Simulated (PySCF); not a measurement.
ClHSi, SMILES [SiH]Cl (connectivity only; charge and spin as stated), charge +1, multiplicity 2. Atoms are numbered in the order given.

```xyz
3

Si    -0.1174     1.0176     0.0000
H      1.1883     1.7691     0.0000
Cl     0.0268    -0.9421     0.0000
```
Charge +1, spin multiplicity 2.

Coordinates come from a B3LYP-D3(BJ)/def2-TZVP optimisation. The spin state was assumed, not searched. The isomer is the one that the SMILES or the coordinates give; other isomers of the formula were not compared.

Two levels are set side by side: PBE/pcH-1 (PySCF) and B3LYP/pcH-1 (PySCF). Contact hyperfine couplings, same geometry. Differences are taken from unrounded values.

```csv
quantity,B3LYP,PBE,PBE minus B3LYP
"A(iso) of 29Si, atom Si1 (MHz)",-940.4,-879.5,60.9
"A(iso) of 1H, atom H2 (MHz)",440.6,402.7,-37.8
"A(iso) of 35Cl, atom Cl3 (MHz)",11.9,9.1,-2.8
```

Rough cost on one machine, each run with all the roots and properties that it gave: B3LYP against PBE within a factor of 2.
